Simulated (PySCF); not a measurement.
C4H6ClF, SMILES F[C@@H](/C=C\Cl)C.

Coordinates come from a PBE0-D3(BJ)/def2-SVP optimisation. The structure was generated by enumeration; whether it is a known compound was not checked. The values are those of a single conformer.

These are TDA-PBE/def2-SVPD in PySCF values and carry that method's errors.

Vertical excitations. 

Computed UV-visible absorptions:
| state | energy (eV) | λ (nm) | f | main pairs |
|---|---|---|---|---|
| S1 | 6.14 | 202 | 0.050 | HOMO−1→LUMO 62 %, HOMO→LUMO 26 % |
| S2 | 6.26 | 198 | 0.001 | HOMO→LUMO+1 87 % |
| S3 | 6.44 | 193 | 0.139 | HOMO→LUMO 35 %, HOMO−1→LUMO 25 %, HOMO→LUMO+2 15 %, HOMO−2→LUMO 8 % |
| S4 | 6.67 | 186 | 0.027 | HOMO→LUMO+2 76 %, HOMO−2→LUMO 13 % |
| S5 | 6.85 | 181 | 0.016 | HOMO−2→LUMO 54 %, HOMO→LUMO+3 22 %, HOMO−3→LUMO 16 % |
| S6 | 6.91 | 179 | 0.002 | HOMO−3→LUMO 71 %, HOMO→LUMO+3 26 % |
| S7 | 6.99 | 177 | 0.053 | HOMO→LUMO+3 47 %, HOMO−2→LUMO 21 %, HOMO−3→LUMO 11 % |
| S8 | 7.41 | 167 | 0.026 | HOMO→LUMO+4 90 % |
| S9 | 7.46 | 166 | 0.009 | HOMO−1→LUMO+1 88 % |
| S10 | 7.69 | 161 | 0.007 | HOMO→LUMO+5 91 % |
| T1 | 4.14 | 300 | 0 | HOMO→LUMO 97 % |
| T2 | 5.82 | 213 | 0 | HOMO→LUMO+1 99 % |
| T3 | 6.03 | 205 | 0 | HOMO−1→LUMO 99 % |
| T4 | 6.51 | 190 | 0 | HOMO→LUMO+2 98 % |
Triplets are in the Tamm–Dancoff approximation.
